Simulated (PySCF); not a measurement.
AlH₃, SMILES [AlH3].

Coordinates come from a B3LYP-D3(BJ)/def2-TZVPD optimisation. The isomer is the one that the SMILES or the coordinates give; other isomers of the formula were not compared.

These are B3LYP-D3(BJ)/def2-TZVPD (PySCF) values and carry that method's errors.

Frequencies are harmonic and unscaled.

Modes within 1.5 cm⁻¹ of each other (mostly degenerate sets) share a row, with their intensities summed.

```json
[
 {"mode": "1", "ν (cm⁻¹)": "711", "IR (km/mol)": "327.4", "Raman (Å⁴/amu)": "0.0", "depolarisation": "–", "moving atoms (share of kinetic energy)": "H 90 %, Al 10 %"},
 {"mode": "2–3", "ν (cm⁻¹)": "799", "IR (km/mol)": "431.2", "Raman (Å⁴/amu)": "10.9", "depolarisation": "0.75", "moving atoms (share of kinetic energy)": "H 95 %"},
 {"mode": "4", "ν (cm⁻¹)": "1929", "IR (km/mol)": "0.0", "Raman (Å⁴/amu)": "433.0", "depolarisation": "0.03", "moving atoms (share of kinetic energy)": "H 100 %"},
 {"mode": "5–6", "ν (cm⁻¹)": "1938", "IR (km/mol)": "524.9", "Raman (Å⁴/amu)": "96.9", "depolarisation": "0.75", "moving atoms (share of kinetic energy)": "H 95 %"}
]
```
